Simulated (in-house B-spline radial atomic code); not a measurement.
The numbers below are computed, except where a source is named.
**Two electrons in InAs: a Gaussian well −V exp(−r²/w²) with V = 54.3 meV and w = 190 nm**

For InAs the NSM archive of the Ioffe Institute lists m* = 0.023 m0 and ε = 15.15. In so narrow a gap the band flattens within tens of meV, so real spacings are smaller, by up to some tenths.

Effective-mass model with parabolic bands, a uniform dielectric constant, no image charges, no central-cell or spin-orbit terms. Two-electron levels come from full CI in B-splines with partial waves to l = 5 (up to 0.001 effective hartree above the limit).

Q: What are the effective units, and what is the potential in them?

A: Ha* = 27211.386 meV × 0.023/15.15² = 2.727 meV and a* = 0.0529177 nm × 15.15/0.023 = 34.86 nm. V = 19.9 Ha* and w = 5.44 a*.

In these units the lowest s and p orbitals lie at -18.1923 and -17.0755, and their Coulomb and exchange integrals are J_ss = 0.8444, J_sp = 0.6999 and K_sp = 0.1391. Full CI gives -35.6089 for the ground singlet, -34.7242 for the sp triplet, -34.4972 for the sp singlet and -33.6568 for the lowest triplet of two s orbitals.

Q: What does it cost to add the second electron, to first order and exactly?

A: To first order E = 2ε_s + J_ss = -35.5402, so the charging energy E(2) − 2E(1) is J_ss = 2.303 meV. CI gives -35.6089 − 2 × (-18.1923) = 0.7758, or 2.115 meV: relaxation and correlation lower it by 0.1871 meV, 8.1 % of J_ss. The s² configuration of one-electron orbitals holds 97.6 % of the state, and the mean radius is 39.6 nm. The second electron is bound by ε_s − E = 47.49 meV, against 49.61 meV for the first.

Q: How far above the singlet do the triplets lie?

A: To first order the sp triplet lies at ε_s + ε_p + J_sp − K_sp = -34.7071, which is 2.272 meV above 2ε_s + J_ss. CI gives -34.7242 − (-35.6089) = 0.8846, or 2.412 meV, 79 % of the orbital spacing of 3.045 meV. The ss triplet lies 5.323 meV up, so the lower of the two is the sp one, and its gap equals k_BT at 28 K. The sp singlet-triplet splitting is 0.619 meV, against 2K_sp = 0.7586 meV.
